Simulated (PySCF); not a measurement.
Gas-phase reaction: GeH₂ + 2 HI → GeI₂ + 2 H₂

Computed with PySCF (xtb for GFN2) and rigid-rotor harmonic-oscillator thermochemistry at 1 bar. † marks an energy on the PBE0/def2-TZVP geometry and frequencies; other levels use their own. All species are closed-shell singlets. I: scalar-relativistic def2 core potential, no spin-orbit coupling. Ge: all electrons, no relativistic terms. GeH₂: computed as isolated molecules; such fragments, hydroxides, amides, oligomers or adducts are transient or little studied in the gas. The harmonic model lacks anharmonicity and excited electronic states, which grow with temperature; levels with a mode under 35 cm⁻¹ are left out. Soft modes under 120 cm⁻¹ make the harmonic entropy rough for GeI₂.

ΔH° and ΔS° at 298 K: GFN2-xTB -238 kJ, -37 J/K; M06-2X/def2-TZVP† -270 kJ, -38 J/K; PBE/def2-SVP -251 kJ, -36 J/K; PBE/def2-TZVP† -264 kJ, -38 J/K; PBE0/def2-QZVP† -247 kJ, -38 J/K.

Q: With the heat capacities included, give log10 K (1 bar) at 500, 600, 1600, 1800, 2500 K from GFN2-xTB, M06-2X/def2-TZVP†, PBE/def2-SVP, PBE/def2-TZVP†, PBE0/def2-QZVP†.

A: 
```
T (K)  GFN2-xTB  M06-2X/def2-TZVP†  PBE/def2-SVP  PBE/def2-TZVP†  PBE0/def2-QZVP†
-----  --------  -----------------  ------------  --------------  ---------------
500        23.0               26.3          24.5            25.8             23.9
600        19.0               21.7          20.2            21.2             19.7
1600        6.4                7.5           6.9             7.3              6.7
1800        5.6                6.5           6.0             6.3              5.8
2500        3.7                4.4           4.0             4.3              3.9
```
